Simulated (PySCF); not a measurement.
## Electron correlation in Li- (lithium, charge -1)

[He] 2s2, closed-shell 1S. Calculation: PySCF 2.14, in def2-TZVPPD (5s4p1d, 22 functions); the non-relativistic Hamiltonian (point nucleus). Frozen: nothing; 4 electrons correlated.

| level | correlation energy (mhartree) |
| --- | --- |
| CCSD | -66.00 |
| (T) | -0.25 |
| CCSD(T) | -66.25 |
| CCSDT | -66.27 |

Diagnostics: T1 = 0.013, D1 = 0.0263, largest double amplitude 0.129.

Cost of the coupled-cluster step: of the order of 0.09 core-seconds, for 4 correlated electrons.

This basis was not built for core-valence correlation, so the inner-shell part is incomplete.
